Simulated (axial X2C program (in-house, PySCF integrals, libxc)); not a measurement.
## Nuclear properties of MoOH⁺

Calculated with an axial X2C code built on PySCF integrals: two-component X2C with atomic mean-field Coulomb and Gaunt terms, Gaussian nuclei, basis Mo dyall-v3z, O dyall-av3z, H dyall-v3z with contracted cores.

Mo–O–H held linear, with bonds 1.802 and 0.965 Å (near the PBE0 minimum at charge 1 of the determinant lowest at the starting distance; the state shown can have its own minimum elsewhere, held linear; other orders of the atoms were not compared).

Determinant lowest in the PBE0 search, Ω = 1 (⟨Sz⟩ = 2.00, ⟨Lz⟩ = -1.00 at PBE0), spin on the atoms Mo 2.01, O -0.03, H 0.01:

```
level  Eeff magnitude (GV/cm)  Ws magnitude Mo (kHz)  A∥/gI Mo (MHz)  qzz Mo (a.u.)  A∥/gI O (MHz)  qzz O (a.u.)  A∥/gI H (MHz)  qzz H (a.u.)
 PBE0                    2.83                   1.22             626          -0.41           -128          1.09         0.0122          0.45
   HF                    3.79                   1.63             102          -1.38           -128          1.19          0.804          0.45
B3LYP                    2.61                   1.11             741          -0.32           -118          1.09          0.718          0.45
```

Determinant 0.09 eV from it at PBE0 and this distance, Ω = 3 (⟨Sz⟩ = 2.00, ⟨Lz⟩ = 1.00 at PBE0), spin on the atoms Mo 2.02, O -0.03, H 0.01:

```tsv
level	Eeff magnitude (GV/cm)	Ws magnitude Mo (kHz)	A∥/gI Mo (MHz)	qzz Mo (a.u.)	A∥/gI O (MHz)	qzz O (a.u.)	A∥/gI H (MHz)	qzz H (a.u.)
PBE0	2.94	0.418	451	-0.37	40.8	1.09	3.35	0.45
HF	3.94	0.56	288	-1.32	27.9	1.19	3.05	0.45
B3LYP	2.76	0.385	496	-0.28	38.8	1.08	3.36	0.45
```

Eeff is the effective electric field on the electron electric dipole moment in this Ω state and Ws the scalar–pseudoscalar constant of the nucleus named (defined with the proton number Z and per Ω); A∥ (defined per Ω) follows by multiplying with gI = μI/(I μN); qzz is the electric field gradient, eQq0 = 234.96 MHz × Q/barn × qzz. The operators were transformed with the bare-nucleus X2C matrices; with these basis sets, hyperfine constants and field gradients can be off by tens of per cent, and where levels differ in sign neither size nor sign is settled.

**Question.** With gI(17O) = -0.7575, Q(17O) = -0.02558 barn (g factors from the IAEA table of nuclear moments by Stone; Q from Pyykkö, Mol. Phys. 2018), turn the PBE0 values of the first state into constants in MHz.

**Answer.** A∥(17O) = -128 × -0.7575 = 97 MHz; eQq0(17O) = 234.96 × (-0.02558) × (1.09) = -6.55 MHz.

The molecule was held linear; bending was not examined, so a bent shape may lie lower.

Each state is one determinant with collinear spin, which with several unpaired electrons need not be a pure state. Unrestricted Hartree–Fock can overshoot spin polarisation at the nuclei. With several open shells hyperfine constants can be off by a factor of several. Open-shell Ω = 0 determinants with evenly filled partner blocks cannot be reached by this program, so the Ω shown need not be the lowest component. The search compared states at one distance, so a state with another bond length can lie lower. Where a field gradient or hyperfine factor spreads by more than a factor of two over the levels, a constant derived from it is not to be relied on. PBE0 term energies can be off by some tenths of an eV.
